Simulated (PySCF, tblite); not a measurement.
C4H8O3Si.
Z-matrix (Å and degrees, GFN2-xTB geometry), rows numbered from 1:
```
C 
C   1  1.3231
Si  2  1.8853  1  124.31
O   3  1.6389  2  113.47  1  -167.69
C   4  1.3736  3  131.91  2   -64.55
C   5  1.5100  4  113.61  3    -5.67
O   6  1.1997  5  124.45  4     2.15
O   6  1.3333  5  112.18  4  -177.89
H   1  1.0776  2  121.27  3    -0.20
H   1  1.0800  2  122.96  3   179.73
H   2  1.0852  1  117.75  3  -179.88
H   3  1.4635  2  110.68  1   -62.90
H   3  1.4622  2  111.92  1    61.28
H   5  1.0992  4  109.73  3  -126.47
H   5  1.1001  4  110.14  3   115.34
H   8  0.9718  6  110.59  5   179.88
```

Computed with PBE0/def2-SVPD in PySCF (dipole) on a GFN2-xTB geometry, gas phase.

Take the most abundant isotopes and a rigid rotor. The values belong to one conformer with, in the numbering `[CH2:1]=[CH:2][SiH2:3][O:4][CH2:5][C:6](=[O:7])[OH:8]`, C1–C2–Si3–O4 -168°, C2–Si3–O4–C5 -65°, Si3–O4–C5–C6 -6°, O4–C5–C6–O7 2°, C5–C6–O8–H 180°.

Q: What are A, B and C (GHz)?

A: Ia = 163.74, Ib = 472.38, Ic = 575.36 u·Å²; 505379 MHz·u·Å²/I gives 3086, 1070 and 878.4 MHz, that is A = 3.0865, B = 1.0699, C = 0.8784 GHz.

Q: What kind of rotor is it?

A: An asymmetric top. Ray's parameter κ = (2B − A − C)/(A − C) = -0.827; −1 is the prolate and +1 the oblate limit.

Q: Is it planar, by Δ = Ic − Ia − Ib?

A: Not planar: Δ = Ic − Ia − Ib = -60.75 u·Å². For a rigid frame Δ = −2 Σ m c², so Σ m c² = 30.38 u·Å² lies off the ab plane: 9.01 from hydrogen and 21.37 from heavier atoms. The atom farthest from that plane is 1.86 Å away.

Q: Give the coordinates in the principal-axis frame, origin at the centre of mass.

A: The sense of each axis is arbitrary; atoms in the order of the calculation.
```json
{"atom": "C1", "mass (u)": "12.000", "a (Å)": "3.071", "b (Å)": "1.201", "c (Å)": "-0.302"}
{"atom": "C2", "mass (u)": "12.000", "a (Å)": "1.890", "b (Å)": "0.651", "c (Å)": "-0.533"}
{"atom": "Si3", "mass (u)": "27.977", "a (Å)": "1.181", "b (Å)": "-0.795", "c (Å)": "0.448"}
{"atom": "O4", "mass (u)": "15.995", "a (Å)": "-0.138", "b (Å)": "-1.472", "c (Å)": "-0.249"}
{"atom": "C5", "mass (u)": "12.000", "a (Å)": "-1.395", "b (Å)": "-0.981", "c (Å)": "-0.504"}
{"atom": "C6", "mass (u)": "12.000", "a (Å)": "-1.631", "b (Å)": "0.399", "c (Å)": "0.063"}
{"atom": "O7", "mass (u)": "15.995", "a (Å)": "-0.806", "b (Å)": "1.042", "c (Å)": "0.649"}
{"atom": "O8", "mass (u)": "15.995", "a (Å)": "-2.873", "b (Å)": "0.830", "c (Å)": "-0.162"}
{"atom": "H9", "mass (u)": "1.008", "a (Å)": "3.710", "b (Å)": "0.842", "c (Å)": "0.488"}
{"atom": "H10", "mass (u)": "1.008", "a (Å)": "3.457", "b (Å)": "2.027", "c (Å)": "-0.881"}
{"atom": "H11", "mass (u)": "1.008", "a (Å)": "1.292", "b (Å)": "1.058", "c (Å)": "-1.341"}
{"atom": "H12", "mass (u)": "1.008", "a (Å)": "2.018", "b (Å)": "-1.986", "c (Å)": "0.291"}
{"atom": "H13", "mass (u)": "1.008", "a (Å)": "1.009", "b (Å)": "-0.463", "c (Å)": "1.862"}
{"atom": "H14", "mass (u)": "1.008", "a (Å)": "-2.151", "b (Å)": "-1.655", "c (Å)": "-0.077"}
{"atom": "H15", "mass (u)": "1.008", "a (Å)": "-1.570", "b (Å)": "-0.932", "c (Å)": "-1.589"}
{"atom": "H16", "mass (u)": "1.008", "a (Å)": "-3.000", "b (Å)": "1.717", "c (Å)": "0.213"}
```

Q: Which lines would a microwave search look for?

A: The dipole components are |μa| = 2.43 D, |μb| = 1.28 D, |μc| = 0.69 D. The squared components, which scale the intensities, stand as 1.00 : 0.28 : 0.08 (a : b : c). Some lines, for components of 0.1 D or more:

| type | branch | J(Ka,Kc) | MHz | lower level (cm⁻¹) |
| --- | --- | --- | --- | --- |
| b | R | 2(0,2) ← 1(1,1) | 1867 | 0.132 |
| c | Q | 1(1,1) ← 1(0,1) | 2017 | 0.065 |
| b | Q | 1(1,0) ← 1(0,1) | 2208 | 0.065 |
| b | Q | 2(1,1) ← 2(0,2) | 2413 | 0.195 |
| a | R | 2(0,2) ← 1(0,1) | 3883 | 0.065 |
| a | R | 2(1,1) ← 1(1,0) | 4088 | 0.139 |
| c | R | 1(1,0) ← 0(0,0) | 4156 | 0.000 |
| b | R | 2(1,2) ← 1(0,1) | 5722 | 0.065 |
| c | Q | 2(2,1) ← 2(1,1) | 6050 | 0.275 |
| b | Q | 2(2,1) ← 2(1,2) | 6624 | 0.256 |
| c | R | 2(2,0) ← 1(1,0) | 10151 | 0.139 |
| c | R | 2(2,1) ← 1(1,1) | 10329 | 0.132 |
| b | R | 2(2,0) ← 1(1,1) | 10342 | 0.132 |

Q: Estimate the classical rotational partition function at 100 K, 200 K and 500 K.

A: Point group C1, symmetry number σ = 1; q = (√π/σ)·√((kT/h)³/(ABC)), k/h = 20836.6 MHz/K: 99000 at 100 K, 280000 at 200 K, 1110000 at 500 K.

Its GFN2-xTB frequencies are all real (lowest 16 cm⁻¹). These are rigid-rotor constants of the computed structure; measured ground-state constants (B0) also hold zero-point vibration.
